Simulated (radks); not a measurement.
Values are calculated unless marked as measured or tabulated.
These are the eigenvalues of the occupied orbitals of an atom or ion with whole-number occupations (eV). Code: a radial shooting solver on a logarithmic mesh with Libxc functionals. Model: Dirac Kohn-Sham, B86b exchange with PBE correlation, spin-unpolarised, spherical densities, finite nucleus; Fermi nuclear charge, rms radius of each element as measured or else 0.836 A^(1/3) + 0.57 fm.

1s1/2: -37235.84
2s1/2: -5888.096
2p1/2: -5546.873
2p3/2: -5165.062
3s1/2: -1247.494
3p1/2: -1104.245
3p3/2: -1030.443
3d3/2: -779.1004
3d5/2: -763.3702
4s1/2: -249.3900
4p1/2: -197.3118
4p3/2: -181.9343
4d3/2: -96.8775
4d5/2: -94.2636
5s1/2: -39.3097
5p1/2: -25.8111
5p3/2: -23.7257
6s1/2: -7.6060

Which element is it, and in what charge state? The configuration may be excited. Open shells, if any, fill j = l - 1/2 first.

Answer. Z = 56, barium, charge +1: Ba+ in [Xe] 6s1. The list shows which subshells hold electrons but not how many an open one holds; the 1s level, -1368.4 hartree, gives Z - s = 52.3 by -(Z - s)^2/2, which with screening and relativity narrows Z to a few neighbours, and the depths of the outer levels then fix element, charge and occupations together.
